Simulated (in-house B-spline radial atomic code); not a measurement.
Results of a calculation; reference values are marked as such.
## From levels and matrix elements to observables: Fe¹⁵⁺

One electron outside the [He] 2s2 2p6 core, from an all-electron radial atomic-structure program (B-spline basis): Brueckner orbitals with a screened correlation potential on Dirac-Hartree-Fock, Breit and QED terms for the lowest states, dipole elements in length form with static core polarisation. The core's own polarisability, by RPA, is 0.005616 bohr³.

```
state  removal energy (cm⁻¹)  size of the reduced dipole element to 3s1/2 (a.u.)
3s1/2                3946457                                                   -
4s1/2                2078795                                                   -
3p1/2                3669242                                              0.5333
3p3/2                3648287                                              0.7571
4p1/2                1968861                                              0.1623
4p3/2                1960689                                              0.2217
```

Use R = 109737.3 cm⁻¹, 1 hartree = 219474.6 cm⁻¹, c = 137.036 and 1 a.u. of rate = 4.1341e16 s⁻¹.

(1) Find the quantum defects of the two s states and predict 5s1/2.

(2) What are the wavelength, oscillator strength and rate of 3s1/2–3p3/2?

## Answers

(1) With n* = 16 √(R/E): 3s1/2 has n* = 2.6680, δ = 0.3320; 4s1/2 has n* = 3.6761, δ = 0.3239. Ritz's form δ = δ0 + b/n*² gives b = 0.122, δ0 = 0.3149, so with n* ≈ 5 − 0.3239, δ = 0.3204 and E = R × 16²/(5 − 0.3204)² = 1282868 cm⁻¹. The program finds 1283389 cm⁻¹.

(2) ΔE = 298170 cm⁻¹ = 1.35856 hartree, λ = 33.538 nm in vacuum. f = (2/3) ΔE D²/(2j + 1 of the lower state) = (2/3) × 1.35856 × 0.7571²/2 = 0.2596. A = (4/3) ΔE³ D²/(c³ (2j' + 1)) = 1.8617e-07 a.u. = 7.697e+09 s⁻¹, a partial lifetime of 0.1299 ns.
